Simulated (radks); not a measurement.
Effect of the nuclear size on the rhodium ion Rh2+, [Kr] 4d7. All-electron calculation, Dirac Kohn-Sham, PBE, spin-unpolarised, spherical densities, finite nucleus; open shells are shared between the two j in proportion to 2j + 1; Fermi nuclear charge, rms radius 4.4945 fm. Program: a radial shooting solver on a logarithmic mesh with Libxc functionals. The rms radius is varied about that value; shifts are against it.

rms radius (fm),total energy shift (eV),density at nucleus (e/bohr^3),1s1/2 shift (meV),2s1/2 shift (meV),4s1/2 shift (meV),4p1/2 shift (meV),5s1/2 (empty) shift (meV)
3.8428,-0.593,1.234e+05,-250,-27.5,-0.920,0.040,-0.118
4.1889,-0.288,1.221e+05,-121,-13.4,-0.447,0.019,-0.057
4.4945,0,1.21e+05,0.000,0.000,0.000,0.000,0.000
4.7507,0.255,1.202e+05,108,11.8,0.396,-0.017,0.051
5.4788,1.05,1.181e+05,442,48.6,1.63,-0.071,0.209

Slopes of the eigenvalues against <r^2> in GHz/fm^2, as finite differences over the two radii next to the reference (eigenvalue slopes, not the field-shift constants of lines): 1s1/2 11000, 2s1/2 1210, 4s1/2 40.6, 4p1/2 -1.76, 5s1/2 (empty) 5.21.
